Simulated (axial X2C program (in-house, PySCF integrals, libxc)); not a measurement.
## Spin–orbit effects down a group: molecules with Rb, HF

Calculated with an in-house relativistic program for diatomic molecules, spin-free (one-electron X2C) or two-component (2c: spin–orbit coupling with atomic mean-field Coulomb and Gaunt terms, which also bring small scalar terms), in Dyall basis sets with cores contracted in-house; open shells are unrestricted.

Basis sets: C dyall-v3z, Ge dyall-cv3z, Rb dyall-cv3z, Si dyall-v3z.

| molecule | spin-free state | Re (Å) | ωe (cm⁻¹) | De (eV) | 2c state | Re 2c (Å) | ωe 2c (cm⁻¹) | De 2c (eV) |
| --- | --- | --- | --- | --- | --- | --- | --- | --- |
| RbC | M_S = 3/2, Λ = 0 | 2.708 | 319.6 | 1.46 | Ω = 3/2 | 2.708 | 319.7 | 1.46 |
| RbSi | M_S = 3/2, Λ = 0 | 3.276 | 167.8 | 1.14 | Ω = 3/2 | 3.276 | 167.8 | 1.14 |
| RbGe | M_S = 3/2, Λ = 0 | 3.314 | 119.0 | 1.09 | Ω = 3/2 | 3.314 | 118.9 | n/a |

Each entry is the lowest single determinant of a limited PBE0 search at one distance. De goes to single-determinant-based atoms at the same level (for ions the charge split of lowest energy) and is withheld (n/a) where an atom does not fit its ground term or J level. Main or longest-lived isotopes. One determinant is a doubtful description, or other states lie close, for RbC, RbSi, RbGe; these need not be ground states, and all values refer to the states named. With several unpaired electrons the Ω given is that of one determinant, not necessarily of the lowest component. Some light 2c atoms are not at their ground J level, so De misses part of their lowering (0.04 eV or less).
